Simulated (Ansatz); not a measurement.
## HBr ··· CH5N

The pair of HBr (SMILES Br, atoms 1–2) and CH5N (SMILES CN, atoms 3–9), both closed shells, in one local arrangement (a lower one may exist), relaxed at PBE0-D4/def2-TZVP:

Br1  (-0.242, 0.275, -2.804)
H2  (-0.153, -0.357, -1.160)
C3  (0.138, 0.565, 0.772)
N4  (-0.075, -0.667, 0.003)
H5  (0.220, 0.367, 1.841)
H6  (-0.695, 1.237, 0.577)
H7  (1.047, 1.041, 0.408)
H8  (-0.935, -1.139, 0.261)
H9  (0.694, -1.322, 0.103)
(Å)

Computed with Ansatz 0.2.0 (basis: def2-TZVPPD, with def2-QZVPPD for the basis limit); correlated methods freeze the cores. Filled d shells of the heavier atoms are correlated. The def2 sets are not built for correlating such inner shells, so the correlated values are less sure here. B3LYP uses VWN-RPA correlation. Extrapolation: Hartree–Fock as exp(−7.88 √X), correlation as X^−2.97. Interaction energies count from these two fragments, frozen as in the pair, with the counterpoise correction; negative means bound.

Problem. What is the interaction energy by CCSD(T) at an estimated basis limit (MP2 extrapolated from triple and quadruple zeta, plus CCSD(T) − MP2 in triple zeta)? (To be estimated.)

Solution. Computed: -33.59 kcal/mol. Hartree–Fock alone gives -31.47 kcal/mol at the basis limit. It counts from the two fragments frozen as in the pair.

The same quantity by other methods in triple zeta, and each one's difference from that estimate:
| method | E_int (kcal/mol) | difference |
| --- | --- | --- |
| PBE-D4 | -34.26 | -0.68 |
| revPBE-D4 | -32.76 | 0.83 |
| BLYP-D4 | -30.87 | 2.72 |
| r2SCAN-D4 | -36.70 | -3.11 |
| B97M-V | -32.64 | 0.95 |
| PBE0-D4 | -36.55 | -2.96 |
| B3LYP-D4 | -33.43 | 0.16 |
| HSE06-D4 | -36.61 | -3.03 |
| wB97X-V | -34.45 | -0.86 |
| wB97M-V | -33.70 | -0.11 |
| B2PLYP | -32.61 | 0.98 |
| HF | -31.64 | 1.94 |
| MP2 | -34.63 | -1.04 |
| CCSD | -29.93 | 3.65 |
| CCSD(T) | -30.27 | 3.32 |
Differences are method less estimate.

Problem. Which atoms make the shortest contact between the fragments?

Solution. H2 and N4, 1.21 Å apart.

Energy to bend the free fragments (PBE0-D4 minima) into their shapes in the pair, CCSD(T)/def2-TZVPPD: HBr 21.10 kcal/mol; CH5N 0.46 kcal/mol. This must be added to the interaction energy to get the binding energy from relaxed fragments.

Basis-set superposition shift (counterpoise-corrected less uncorrected): CCSD(T) 2.20; MP2 2.31; HF 0.26; PBE0-D4 0.31; wB97M-V 0.29 kcal/mol.

No T1 diagnostic of these runs exceeds 0.009.

For scale, one of the runs: CCSD(T)/def2-TZVPPD, 233 basis functions, launched by `ansatz run in.yaml --threads 4 --pin off --events-out ev --progress --plain --max-ram 9574MiB`. Hardware: 4 CPU threads of an Arm Neoverse V1, shared host. Wall time 2.5 min; peak host memory 4.2 GiB.
